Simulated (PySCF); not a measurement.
**Correlation energy of Cu (copper, neutral)**

[Ar] 3d9 4s2, 2D determinant (an excited configuration). All numbers are calculated (PySCF 2.14, the non-relativistic Hamiltonian (point nucleus), in def2-QZVPPD (11s6p5d4f2g, 100 functions)). Frozen: [Ar]; 11 electrons correlated.

```
  level  correlation energy (mhartree)
   CCSD                        -396.77
    (T)                         -14.81
CCSD(T)                        -411.58
```

Diagnostics: T1 = 0.022, D1 = 0.0633, largest double amplitude 0.057.

Is a single reference adequate?

Yes: T1 lies below 0.03 and no double amplitude reaches 0.07.
